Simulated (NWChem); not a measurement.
Program: NWChem. System: F2Ge, charge 0, spin multiplicity 1, at a geometry optimised with B3LYP/def2-SVP. The structure started from a generated list of species. Level: PBE/cc-pVDZ.

NWChem printed:

```
             Northwest Computational Chemistry Package (NWChem) 7.3.0
             --------------------------------------------------------

                                NWChem Input Module
                                -------------------

 Scaling coordinates for geometry "geometry" by  1.889725989
 (inverse scale =  0.529177249)

 Turning off AUTOSYM since
 SYMMETRY directive was detected!

                             Geometry "geometry" -> ""
                             -------------------------

 Output coordinates in angstroms (scale by  1.889725989 to convert to a.u.)

  No.       Tag          Charge          X              Y              Z
 ---- ---------------- ---------- -------------- -------------- --------------
    1 Ge                  32.0000     0.00000000     0.00000000    -0.41657900
    2 F                    9.0000     1.32026000     0.00000000     0.74058500
    3 F                    9.0000    -1.32026000     0.00000000     0.74058500

 Effective nuclear repulsion energy (a.u.)     189.8527136178

            Nuclear Dipole moment (a.u.)
            ----------------------------
        X                 Y               Z
 ---------------- ---------------- ----------------
     0.0000000000     0.0000000000     0.0000037795

      Symmetry information
      --------------------

 Group name             C2v
 Group number             16
 Group order               4
 No. of unique centers     2

      Symmetry unique atoms

     1    2


 Summary of "ao basis" -> "" (spherical)
 ------------------------------------------------------------------------------
       Tag                 Description            Shells   Functions and Types
 ---------------- ------------------------------  ------  ---------------------
 *                          cc-pvdz                   on all atoms

  pbe96 is a nonlocal functional; adding pw91lda local functional.

                                 NWChem DFT Module
                                 -----------------

 Summary of "ao basis" -> "ao basis" (spherical)
 ------------------------------------------------------------------------------
       Tag                 Description            Shells   Functions and Types
 ---------------- ------------------------------  ------  ---------------------
 Ge                         cc-pvdz                 11       27   5s4p2d
 F                          cc-pvdz                  6       14   3s2p1d

 Summary of "ao basis" -> "ao basis" (spherical)
 ------------------------------------------------------------------------------
       Tag                 Description            Shells   Functions and Types
 ---------------- ------------------------------  ------  ---------------------
 Ge                         cc-pvdz                 11       27   5s4p2d
 F                          cc-pvdz                  6       14   3s2p1d

      Symmetry analysis of basis
      --------------------------

        a1         23
        a2          6
        b1         16
        b2         10

            General Information
            -------------------
          SCF calculation type: DFT
          Wavefunction type:  closed shell.
          No. of atoms     :     3
          No. of electrons :    50
           Alpha electrons :    25
            Beta electrons :    25
          Charge           :     0
          Spin multiplicity:     1
          Use of symmetry is: on ; symmetry adaption is: on
          Maximum number of iterations: 100
          AO basis - number of functions:    55
                     number of shells:    23
          Convergence on energy requested:  1.00D-06
          Convergence on density requested:  1.00D-05
          Convergence on gradient requested:  5.00D-04

              XC Information
              --------------
          PerdewBurkeErnzerhof Exchange Functional  1.000
            Perdew 1991 LDA Correlation Functional  1.000 local
           PerdewBurkeErnz. Correlation Functional  1.000 non-local

             Grid Information
             ----------------
          Grid used for XC integration:  medium
          Radial quadrature: Mura-Knowles
          Angular quadrature: Lebedev.
          Tag              B.-S. Rad. Rad. Pts. Rad. Cut. Ang. Pts.
[...]
      -------------------------------------------------

  Numbering of irreducible representations:

     1 a1          2 a2          3 b1          4 b2

  Orbital symmetries:

     1 a1          2 a1          3 b1          4 a1          5 b2
     6 a1          7 b1          8 a1          9 b1         10 a1
    11 b2         12 a1         13 b1         14 a1         15 a2
    16 b2         17 a1         18 b1         19 a1         20 b1
    21 a1         22 b2         23 a2         24 b1         25 a1
    26 b2         27 b1         28 a1         29 a1         30 b2
    31 b1         32 a1         33 b2         34 a2         35 a1

------------------------------------------------------------
EAF file 0: "./mol.aoints.0" size=524288 bytes
------------------------------------------------------------
               write      read    awrite     aread      wait
               -----      ----    ------     -----      ----
     calls:        1         0         0         0         0
   data(b): 5.24e+05  0.00e+00  0.00e+00  0.00e+00
   time(s): 0.00e+00  0.00e+00  0.00e+00  0.00e+00  0.00e+00
rate(mb/s): 0.00e+00  0.00e+00
------------------------------------------------------------

   convergence    iter        energy       DeltaE   RMS-Dens  Diis-err    time
 ---------------- ----- ----------------- --------- --------- ---------  ------
 d= 0,ls=0.0,diis     1  -2276.1003131718 -2.47D+03  3.86D-02  1.08D+00     7.1
 d= 0,ls=0.0,diis     2  -2275.0624282876  1.04D+00  2.56D-02  1.16D+01     7.1
 d= 0,ls=0.0,diis     3  -2276.2362743836 -1.17D+00  1.19D-03  1.20D-02     7.2
 d= 0,ls=0.0,diis     4  -2276.2371371180 -8.63D-04  3.50D-04  1.14D-03     7.3
 d= 0,ls=0.0,diis     5  -2276.2372442725 -1.07D-04  3.90D-05  2.35D-06     7.3
 d= 0,ls=0.0,diis     6  -2276.2372446055 -3.33D-07  9.81D-06  1.09D-07     7.4

         Total DFT energy =    -2276.237244605501
      One electron energy =    -3551.082335416442
           Coulomb energy =     1184.449160399176
    Exchange-Corr. energy =      -99.456783206012
 Nuclear repulsion energy =      189.852713617777

 Numeric. integr. density =       50.000004249079

     Total iterative time =      3.6s

                  Occupations of the irreducible representations
                  ----------------------------------------------

                     irrep           alpha         beta
                     --------     --------     --------
                     a1               12.0         12.0
                     a2                2.0          2.0
                     b1                7.0          7.0
                     b2                4.0          4.0

                       DFT Final Molecular Orbital Analysis
                       ------------------------------------

 Vector   23  Occ=2.000000D+00  E=-3.310992D-01  Symmetry=a2
              MO Center= -6.0D-14,  2.0D-15,  7.2D-01, r^2= 2.2D+00
   Bfn.  Coefficient  Atom+Function         Bfn.  Coefficient  Atom+Function
  ----- ------------  ---------------      ----- ------------  ---------------
    32      0.469923  2 F  py                46     -0.469923  3 F  py
    35      0.328848  2 F  py                49     -0.328848  3 F  py
    23      0.072160  1 Ge d -2              18     -0.061457  1 Ge d -2

 Vector   24  Occ=2.000000D+00  E=-3.173850D-01  Symmetry=b1
              MO Center=  3.7D-14, -2.0D-15,  7.0D-01, r^2= 2.3D+00
   Bfn.  Coefficient  Atom+Function         Bfn.  Coefficient  Atom+Function
  ----- ------------  ---------------      ----- ------------  ---------------
    31      0.408600  2 F  px                45      0.408600  3 F  px
    34      0.281967  2 F  px                48      0.281967  3 F  px
    33     -0.247810  2 F  pz                47      0.247810  3 F  pz
    36     -0.171615  2 F  pz                50      0.171615  3 F  pz
    15      0.096791  1 Ge px                21     -0.048224  1 Ge d  1

 Vector   25  Occ=2.000000D+00  E=-2.704275D-01  Symmetry=a1
              MO Center= -2.8D-15, -1.1D-15, -2.5D-01, r^2= 2.6D+00
   Bfn.  Coefficient  Atom+Function         Bfn.  Coefficient  Atom+Function
  ----- ------------  ---------------      ----- ------------  ---------------
     5      0.464590  1 Ge s                  4      0.328379  1 Ge s
    33      0.324607  2 F  pz                47      0.324607  3 F  pz
    14     -0.265870  1 Ge pz                36      0.233235  2 F  pz
    50      0.233235  3 F  pz                31      0.105084  2 F  px
    45     -0.105084  3 F  px                17     -0.102752  1 Ge pz

 Vector   26  Occ=0.000000D+00  E=-1.158522D-01  Symmetry=b2
              MO Center=  1.8D-15,  2.6D-17, -3.7D-01, r^2= 2.6D+00
   Bfn.  Coefficient  Atom+Function         Bfn.  Coefficient  Atom+Function
  ----- ------------  ---------------      ----- ------------  ---------------
    16      0.554301  1 Ge py                13      0.533366  1 Ge py
    32     -0.215706  2 F  py                46     -0.215706  3 F  py
    35     -0.177760  2 F  py                49     -0.177760  3 F  py
    24     -0.050886  1 Ge d -1              19      0.028526  1 Ge d -1

 Vector   27  Occ=0.000000D+00  E=-1.756888D-02  Symmetry=b1
              MO Center=  5.0D-15, -3.3D-17, -6.0D-01, r^2= 3.2D+00
   Bfn.  Coefficient  Atom+Function         Bfn.  Coefficient  Atom+Function
  ----- ------------  ---------------      ----- ------------  ---------------
    15      0.796908  1 Ge px                12      0.393574  1 Ge px
    30     -0.245658  2 F  s                 44      0.245658  3 F  s
    33      0.198302  2 F  pz                47     -0.198302  3 F  pz
    36      0.162509  2 F  pz                50     -0.162509  3 F  pz
    26      0.160375  1 Ge d  1              21     -0.100001  1 Ge d  1

 Vector   28  Occ=0.000000D+00  E= 1.109644D-02  Symmetry=a1
              MO Center=  2.1D-14, -9.9D-16, -1.8D-01, r^2= 3.3D+00
   Bfn.  Coefficient  Atom+Function         Bfn.  Coefficient  Atom+Function
  ----- ------------  ---------------      ----- ------------  ---------------
    17      0.812259  1 Ge pz                14      0.343017  1 Ge pz
    30     -0.309621  2 F  s                 44     -0.309621  3 F  s
     4      0.265537  1 Ge s                  5      0.265613  1 Ge s
    31      0.221764  2 F  px                45     -0.221764  3 F  px
    34      0.202409  2 F  px                48     -0.202409  3 F  px

 center of mass
 --------------
 x =   0.00000000 y =   0.00000000 z =  -0.04481990

 moments of inertia (a.u.)
 ------------------
         120.006559926236           0.000000000000           0.000000000000
           0.000000000000         356.524248296884           0.000000000000
           0.000000000000           0.000000000000         236.517688370648

     Multipole analysis of the density
     ---------------------------------

     L   x y z        total         alpha         beta         nuclear
     -   - - -        -----         -----         ----         -------
     0   0 0 0     -0.000000    -25.000000    -25.000000     50.000000

     1   1 0 0     -0.000000     -0.000000     -0.000000      0.000000
     1   0 1 0     -0.000000     -0.000000     -0.000000      0.000000
     1   0 0 1     -0.825365     -0.412684     -0.412684      0.000004

     2   2 0 0    -21.807920    -66.926025    -66.926025    112.044130
     2   1 1 0      0.000000      0.000000      0.000000      0.000000
     2   1 0 1      0.000000      0.000000      0.000000      0.000000
     2   0 2 0    -17.428691     -8.714345     -8.714345      0.000000
     2   0 1 1     -0.000000     -0.000000     -0.000000      0.000000
     2   0 0 2    -20.163972    -37.624906    -37.624906     55.085840

 Task  times  cpu:        7.4s     wall:        7.4s

 Total times  cpu:        7.4s     wall:        7.4s
```

Problem. Write an NWChem input that would produce this output.

Solution. Several could match; the one computed here: 
```
start mol
memory heap 200 mb stack 900 mb global 1100 mb
geometry units angstroms nocenter noautoz
  Ge     0.000000     0.000000    -0.416579
  F      1.320260     0.000000     0.740585
  F     -1.320260     0.000000     0.740585
  symmetry group C2v
end
basis spherical
  * library cc-pvdz
end
dft
  xc xpbe96 cpbe96
  semidirect memsize 60000000 filesize 0
  iterations 100
end
task dft energy
```
